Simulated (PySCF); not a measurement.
Simulation results for CH4BO, AlB2H4O, Al2BH4, CH6AlB2 and others

Calculation on a computer-drawn molecule: the log of a Hartree-Fock and frozen-core CCSD(T) single point meant for a local Hartree-Fock minimum, with one planted fault or none, to be diagnosed. Offsets are logged minus clean, where the clean run is the same molecule without the fault. The reference is restricted for singlets and unrestricted otherwise, and also for a bond in bohr or an excited solution. Adding or removing an electron swaps singlet and doublet. The excited solution moves the top pair (singlet) or top alpha electron (doublet) to the lowest empty orbital. Highest occupied and lowest empty are orbital energies over both spins, largest force is the largest gradient component, triples share is (T) over the correlation energy, the T1 limit is 0.02 restricted and 0.045 unrestricted, electrons count all cores, a negative frequency is imaginary (commonest isotopes), and the dipole is about the centre of nuclear charge. Program: PySCF 2.14.0.

Common to all runs: meant charge 0; meant multiplicity 2; logged SCF converged yes; possible faults no fault, one electron removed, one electron added, multiplicity raised by two, geometry at a saddle point, SCF held on an excited solution, minimal basis STO-3G, one bond length entered in bohr, all coordinates scaled.

(1) 
```xyz
7
formula=CH4BO meant_basis=cc-pVDZ logged_electrons=22 logged_basis_functions=62 logged_spin_squared=0 logged_highest_occupied=-19.605 logged_lowest_empty=-6.712 logged_largest_force=0.11187 logged_T1_diagnostic=0.022374 logged_D1_diagnostic=0.063192 logged_triples_share=0.029461 logged_CC_converged=yes logged_dipole_magnitude=4.1204 logged_SCF_stable_within_its_kind=yes logged_energy_HF=-139.4288 logged_energy_CCSD(T)=-139.86274 planted_fault=one_electron_removed HF_energy_offset_from_clean_run=179.5 CCSD(T)_energy_offset_from_clean_run=180
B     -0.6492    -2.1816     0.0086
O     -0.4809    -1.7074     1.2341
C     -1.1638    -0.5896     1.7648
H     -1.4082    -1.7160    -0.8072
H     -0.4304     0.1602     2.0574
H     -1.8513    -0.1630     1.0340
H     -1.7185    -0.9064     2.6466
```

Units: logged_highest_occupied, logged_lowest_empty in eV; logged_largest_force in hartree/bohr; logged_dipole_magnitude in debye; logged_energy_HF, logged_energy_CCSD(T) in hartree; HF_energy_offset_from_clean_run, CCSD(T)_energy_offset_from_clean_run in kcal/mol.

Drawn bonds:
```csv
atom,other atom,order
1,2,1
2,3,1
1,4,1
3,5,1
3,6,1
3,7,1
```

Notes: T1 above single-reference limit.

(2) 
```xyz
7
formula=CH4BO meant_basis=cc-pVDZ logged_electrons=23 logged_basis_functions=62 logged_spin_squared=0.7541 logged_highest_occupied=-8.8165 logged_lowest_empty=3.2795 logged_largest_force=5.095e-06 logged_lowest_frequency=108.03 logged_T1_diagnostic=0.01617 logged_D1_diagnostic=0.053991 logged_triples_share=0.025853 logged_CC_converged=yes logged_dipole_magnitude=2.2353 logged_SCF_stable_within_its_kind=yes logged_energy_HF=-139.71488 logged_energy_CCSD(T)=-140.14956 planted_fault=no_fault HF_energy_offset_from_clean_run=0 CCSD(T)_energy_offset_from_clean_run=0
B     -0.6492    -2.1816     0.0086
O     -0.4809    -1.7074     1.2341
C     -1.1638    -0.5896     1.7648
H     -1.4082    -1.7160    -0.8072
H     -0.4304     0.1602     2.0574
H     -1.8513    -0.1630     1.0340
H     -1.7185    -0.9064     2.6466
```

Units: logged_highest_occupied, logged_lowest_empty in eV; logged_largest_force in hartree/bohr; logged_lowest_frequency in cm⁻¹; logged_dipole_magnitude in debye; logged_energy_HF, logged_energy_CCSD(T) in hartree; HF_energy_offset_from_clean_run, CCSD(T)_energy_offset_from_clean_run in kcal/mol.

Drawn bonds:
```csv
atom,other atom,order
1,2,1
2,3,1
1,4,1
3,5,1
3,6,1
3,7,1
```

(3) 
```xyz
8
formula=AlB2H4O meant_basis=cc-pV(D+d)Z logged_electrons=35 logged_basis_functions=85 logged_spin_squared=0.7532 logged_highest_occupied=-9.1226 logged_lowest_empty=1.027 logged_largest_force=4.051e-05 logged_lowest_frequency=94.113 logged_T1_diagnostic=0.015918 logged_D1_diagnostic=0.049503 logged_triples_share=0.025857 logged_CC_converged=yes logged_dipole_magnitude=0.31905 logged_SCF_stable_within_its_kind=yes logged_energy_HF=-368.46095 logged_energy_CCSD(T)=-368.9013 planted_fault=no_fault HF_energy_offset_from_clean_run=0 CCSD(T)_energy_offset_from_clean_run=0
B      1.9245     3.2543     1.4754
O      1.3356     2.0412     1.4291
B      0.3471     1.6163     0.5577
Al    -0.3954    -0.4122     0.7457
H      2.7775     3.5041     2.2856
H     -0.0349     2.4229    -0.2572
H      0.2718    -1.6075    -0.0576
H     -1.6341    -0.7484     1.6795
```

Units: logged_highest_occupied, logged_lowest_empty in eV; logged_largest_force in hartree/bohr; logged_lowest_frequency in cm⁻¹; logged_dipole_magnitude in debye; logged_energy_HF, logged_energy_CCSD(T) in hartree; HF_energy_offset_from_clean_run, CCSD(T)_energy_offset_from_clean_run in kcal/mol.

Drawn bonds:
```csv
atom,other atom,order
1,2,1
2,3,1
3,4,1
1,5,1
3,6,1
4,7,1
4,8,1
```

(4) 
```xyz
8
formula=AlB2H4O meant_basis=cc-pV(D+d)Z logged_electrons=35 logged_basis_functions=28 logged_spin_squared=0.7525 logged_highest_occupied=-6.5646 logged_lowest_empty=6.5979 logged_largest_force=0.035672 logged_T1_diagnostic=0.017299 logged_D1_diagnostic=0.063793 logged_triples_share=0.031888 logged_CC_converged=yes logged_dipole_magnitude=0.64766 logged_SCF_stable_within_its_kind=yes logged_energy_HF=-363.90195 logged_energy_CCSD(T)=-364.08358 planted_fault=minimal_basis_STO-3G HF_energy_offset_from_clean_run=2861 CCSD(T)_energy_offset_from_clean_run=3023
B      1.9245     3.2543     1.4754
O      1.3356     2.0412     1.4291
B      0.3471     1.6163     0.5577
Al    -0.3954    -0.4122     0.7457
H      2.7775     3.5041     2.2856
H     -0.0349     2.4229    -0.2572
H      0.2718    -1.6075    -0.0576
H     -1.6341    -0.7484     1.6795
```

Units: logged_highest_occupied, logged_lowest_empty in eV; logged_largest_force in hartree/bohr; logged_dipole_magnitude in debye; logged_energy_HF, logged_energy_CCSD(T) in hartree; HF_energy_offset_from_clean_run, CCSD(T)_energy_offset_from_clean_run in kcal/mol.

Drawn bonds:
```csv
atom,other atom,order
1,2,1
2,3,1
3,4,1
1,5,1
3,6,1
4,7,1
4,8,1
```

(5) 
```xyz
7
formula=Al2BH4 meant_basis=cc-pV(D+d)Z logged_electrons=34 logged_basis_functions=80 logged_spin_squared=0 logged_highest_occupied=-13.953 logged_lowest_empty=-6.0874 logged_largest_force=0.036799 logged_T1_diagnostic=0.026582 logged_D1_diagnostic=0.081729 logged_triples_share=0.024206 logged_CC_converged=yes logged_dipole_magnitude=7.8045 logged_SCF_stable_within_its_kind=yes logged_energy_HF=-510.48813 logged_energy_CCSD(T)=-510.72008 planted_fault=one_electron_removed HF_energy_offset_from_clean_run=162.8 CCSD(T)_energy_offset_from_clean_run=170.3
B     -3.0854    -0.9432     0.5549
Al    -1.7309    -0.7003    -0.9725
Al     0.3019     0.9445    -0.7554
H     -3.8531    -1.0619     1.4579
H     -2.0097    -1.5735    -2.2713
H      1.7068     0.4753    -0.1797
H      0.2037     2.4676    -1.1976
```

Units: logged_highest_occupied, logged_lowest_empty in eV; logged_largest_force in hartree/bohr; logged_dipole_magnitude in debye; logged_energy_HF, logged_energy_CCSD(T) in hartree; HF_energy_offset_from_clean_run, CCSD(T)_energy_offset_from_clean_run in kcal/mol.

Drawn bonds:
```csv
atom,other atom,order
1,2,1
2,3,1
1,4,1
2,5,1
3,6,1
3,7,1
```

Notes: T1 above single-reference limit.

(6) 
```xyz
10
formula=CH6AlB2 meant_basis=cc-pV(D+d)Z logged_electrons=36 logged_basis_functions=95 logged_spin_squared=0 logged_highest_occupied=-0.3703 logged_lowest_empty=6.085 logged_largest_force=0.024851 logged_T1_diagnostic=0.019107 logged_D1_diagnostic=0.062432 logged_triples_share=0.033557 logged_CC_converged=yes logged_dipole_magnitude=6.8071 logged_SCF_stable_within_its_kind=yes logged_energy_HF=-332.5181 logged_energy_CCSD(T)=-332.98108 planted_fault=one_electron_added HF_energy_offset_from_clean_run=14.5 CCSD(T)_energy_offset_from_clean_run=-12.68
B      0.4489    -1.4173     2.7177
Al     1.7665    -0.7340     1.2846
B      1.7978     1.3272     0.6231
C      0.9010     1.9614    -0.5155
H     -0.3139    -1.8062     3.5461
H      2.7680    -1.8264     0.7055
H      2.5360     2.1023     1.1874
H      1.4419     2.7005    -1.1148
H      0.3960     1.2596    -1.1821
H      0.1167     2.5257     0.0150
```

Units: logged_highest_occupied, logged_lowest_empty in eV; logged_largest_force in hartree/bohr; logged_dipole_magnitude in debye; logged_energy_HF, logged_energy_CCSD(T) in hartree; HF_energy_offset_from_clean_run, CCSD(T)_energy_offset_from_clean_run in kcal/mol.

Drawn bonds:
```csv
atom,other atom,order
1,2,1
2,3,1
3,4,1
1,5,1
2,6,1
3,7,1
4,8,1
4,9,1
4,10,1
```

(7) 
```xyz
10
formula=CH6AlB2 meant_basis=cc-pV(D+d)Z logged_electrons=35 logged_basis_functions=95 logged_spin_squared=0.762 logged_highest_occupied=-7.8726 logged_lowest_empty=-0.017964 logged_largest_force=0.010799 logged_dipole_magnitude=0.81997 logged_SCF_stable_within_its_kind=no logged_energy_HF=-332.54371 planted_fault=SCF_held_on_an_excited_solution HF_energy_offset_from_clean_run=11.36
B     -0.5569    -0.5663     2.7320
Al    -0.6452     0.9144     1.3045
C     -0.6121     0.4769    -0.6414
B     -1.5890    -0.6802    -0.8995
H     -0.4903    -1.4169     3.5611
H     -0.6875     2.4217     1.7792
H      0.4439     0.2107    -0.7856
H     -0.8397     1.4160    -1.1523
H     -1.2548    -1.8240    -0.7146
H     -2.7322    -0.4728    -1.2186
```

Units: logged_highest_occupied, logged_lowest_empty in eV; logged_largest_force in hartree/bohr; logged_dipole_magnitude in debye; logged_energy_HF in hartree; HF_energy_offset_from_clean_run in kcal/mol.

Drawn bonds:
```csv
atom,other atom,order
1,2,1
2,3,1
3,4,1
1,5,1
2,6,1
3,7,1
3,8,1
4,9,1
4,10,1
```

Notes: coupled-cluster numbers left out as unreliable.

(8) 
```xyz
10
formula=CH6AlB2 meant_basis=cc-pV(D+d)Z logged_electrons=35 logged_basis_functions=95 logged_spin_squared=0.7586 logged_highest_occupied=-8.2661 logged_lowest_empty=0.86649 logged_largest_force=1.497e-05 logged_lowest_frequency=44.454 logged_T1_diagnostic=0.01463 logged_D1_diagnostic=0.048494 logged_triples_share=0.027789 logged_CC_converged=yes logged_dipole_magnitude=0.85905 logged_SCF_stable_within_its_kind=yes logged_energy_HF=-332.56181 logged_energy_CCSD(T)=-332.98236 planted_fault=no_fault HF_energy_offset_from_clean_run=0 CCSD(T)_energy_offset_from_clean_run=0
B     -0.5569    -0.5663     2.7320
Al    -0.6452     0.9144     1.3045
C     -0.6121     0.4769    -0.6414
B     -1.5890    -0.6802    -0.8995
H     -0.4903    -1.4169     3.5611
H     -0.6875     2.4217     1.7792
H      0.4439     0.2107    -0.7856
H     -0.8397     1.4160    -1.1523
H     -1.2548    -1.8240    -0.7146
H     -2.7322    -0.4728    -1.2186
```

Units: logged_highest_occupied, logged_lowest_empty in eV; logged_largest_force in hartree/bohr; logged_lowest_frequency in cm⁻¹; logged_dipole_magnitude in debye; logged_energy_HF, logged_energy_CCSD(T) in hartree; HF_energy_offset_from_clean_run, CCSD(T)_energy_offset_from_clean_run in kcal/mol.

Drawn bonds:
```csv
atom,other atom,order
1,2,1
2,3,1
3,4,1
1,5,1
2,6,1
3,7,1
3,8,1
4,9,1
4,10,1
```

(9) 
```xyz
9
formula=AlB2H5N meant_basis=cc-pV(D+d)Z logged_electrons=35 logged_basis_functions=90 logged_spin_squared=0.7592 logged_highest_occupied=-8.2118 logged_lowest_empty=1.0716 logged_largest_force=3.119e-05 logged_lowest_frequency=121.58 logged_T1_diagnostic=0.014759 logged_D1_diagnostic=0.044316 logged_triples_share=0.026665 logged_CC_converged=yes logged_dipole_magnitude=0.94553 logged_SCF_stable_within_its_kind=yes logged_energy_HF=-348.63684 logged_energy_CCSD(T)=-349.0731 planted_fault=no_fault HF_energy_offset_from_clean_run=0 CCSD(T)_energy_offset_from_clean_run=0
B      0.8740    -1.0649    -2.6458
Al    -0.3582     0.2524    -1.6578
N     -0.5490     1.9318    -2.3039
B      0.0833     2.4446    -3.4490
H      1.5889    -1.8374    -3.1979
H     -1.1535    -0.1391    -0.3518
H     -1.1513     2.5789    -1.8265
H      0.8253     1.7297    -4.0814
H     -0.0976     3.5782    -3.8127
```

Units: logged_highest_occupied, logged_lowest_empty in eV; logged_largest_force in hartree/bohr; logged_lowest_frequency in cm⁻¹; logged_dipole_magnitude in debye; logged_energy_HF, logged_energy_CCSD(T) in hartree; HF_energy_offset_from_clean_run, CCSD(T)_energy_offset_from_clean_run in kcal/mol.

Drawn bonds:
```csv
atom,other atom,order
1,2,1
2,3,1
3,4,1
1,5,1
2,6,1
3,7,1
4,8,1
4,9,1
```

(10) 
```xyz
7
formula=Al2BH3N meant_basis=cc-pV(D+d)Z logged_electrons=41 logged_basis_functions=89 logged_spin_squared=0.7623 logged_highest_occupied=-7.0511 logged_lowest_empty=0.95749 logged_largest_force=0.01088 logged_dipole_magnitude=5.2065 logged_SCF_stable_within_its_kind=no logged_energy_HF=-564.61589 planted_fault=SCF_held_on_an_excited_solution HF_energy_offset_from_clean_run=8.893
B      0.7163     0.4119     1.5640
Al    -1.0488    -0.4079     0.8399
N     -1.1798    -0.9953    -0.8070
Al    -1.3858    -1.5641    -2.3212
H      1.7274     0.8834     1.9870
H     -2.2607    -0.4661     1.8691
H     -1.5648    -2.1018    -3.7685
```

Units: logged_highest_occupied, logged_lowest_empty in eV; logged_largest_force in hartree/bohr; logged_dipole_magnitude in debye; logged_energy_HF in hartree; HF_energy_offset_from_clean_run in kcal/mol.

Drawn bonds:
```csv
atom,other atom,order
1,2,1
2,3,1
3,4,2
1,5,1
2,6,1
4,7,1
```

Notes: coupled-cluster numbers left out as unreliable.
